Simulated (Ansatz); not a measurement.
Input (CCSDT(Q)/cc-pVDZ; Ansatz, a quantum-chemistry and plane-wave program):

Ansatz 0.2 input:
```yaml
crystal:
  periodic: [false, false, false]
  atoms:
    - {symbol: C, position_ang: [-0.55605097, 0.18033122, 0.03102555]}
    - {symbol: N, position_ang: [0.60071743, -0.32134114, -0.04481058]}
    - {symbol: H, position_ang: [-1.42101256, -0.48252082, -0.00491200]}
    - {symbol: H, position_ang: [-0.76996694, 1.24934935, 0.13218350]}
    - {symbol: H, position_ang: [1.32226330, 0.40057215, 0.00024922]}
basis:
  gaussian:
    orbitals: cc-pVDZ
magnetization: {spin_polarized: false}
correlation: {method: ccsdt_q, electrons: outside_noble_gas}
```

Output:

```
Functional definition: HF
integrals: 0.02 GiB planned
807 factors; integrals over basis functions are off by at most 2.1e-7 eV
mean field: 0.10 GiB planned
mean field evaluation 1: about -2557.4762 eV, gradient 2.4e1 eV
mean field evaluation 2: about -2557.4773 eV, gradient 2.4e1 eV
mean field evaluation 4: about -2558.9134 eV, gradient 2.5e0 eV
mean field evaluation 8: about -2558.9398 eV, gradient 6.6e-4 eV
mean field evaluation 16: about -2558.9377 eV, gradient 2.8e-1 eV
mean field -2558.93979577 eV, -94.0393029830 hartree, gradient 2.3e-6 eV, S^2 0.000000; 0 other end points of the search recorded, 0 dependent functions left out
2 core orbitals not correlated
reference -2558.93979577 eV, -94.0393029830 hartree; 6, 6 occupied and 35, 35 virtual orbitals, 807 factors
second order -8.18794565 eV of doubles, -0.00000000 eV of singles
coupled cluster: 0.25 GiB planned
cycle   1  -8.50910314 eV  change   -3.2e-1 eV  update   7.7e-2
cycle   2  -8.93408178 eV  change   -4.2e-1 eV  update   3.5e-2
cycle   3  -9.13882275 eV  change   -2.0e-1 eV  update   1.7e-2
cycle   4  -9.11795815 eV  change    2.1e-2 eV  update   5.1e-3
cycle   5  -9.11631067 eV  change    1.6e-3 eV  update   2.7e-3
cycle   6  -9.11948865 eV  change   -3.2e-3 eV  update   7.6e-4
cycle   7  -9.12039918 eV  change   -9.1e-4 eV  update   3.1e-4
cycle   8  -9.12016977 eV  change    2.3e-4 eV  update   8.8e-5
cycle   9  -9.12015645 eV  change    1.3e-5 eV  update   3.8e-5
cycle  10  -9.12019402 eV  change   -3.8e-5 eV  update   1.3e-5
cycle  11  -9.12016686 eV  change    2.7e-5 eV  update   5.6e-6
cycle  12  -9.12017431 eV  change   -7.5e-6 eV  update   1.9e-6
cycle  13  -9.12017660 eV  change   -2.3e-6 eV  update   7.0e-7
cycle  14  -9.12017734 eV  change   -7.4e-7 eV  update   3.2e-7
coupled cluster: 0.25 GiB planned
perturbative correction -0.02407629 eV, -0.0008847872 hartree
Total energy: -2568.08404940 eV, -94.3753481055 hartree
```
